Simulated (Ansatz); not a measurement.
Input for Ansatz (development build ahead of 0.2.0):

```yaml
crystal:
  periodic: [false, false, false]
  atoms:
    - { symbol: H, position_ang: [0.0, 0.0, -0.50659] }
    - { symbol: H, position_ang: [0.0, 0.0, 0.50659] }
basis:
  gaussian: { orbitals: cc-pVTZ }
total_charge: 1
magnetization:
  spin_polarized: true
  initial_magnetization: 1
hamiltonian:
  xc: hf
```

The input is written out in the form of the current development build from the run's settings.

Results

```json
{
  "Converged": "yes",
  "Total energy": "-0.60186 hartree",
  "Spin squared of the determinant": "0.750"
}
```

Caution: the charge can sit on one fragment and break the point group.
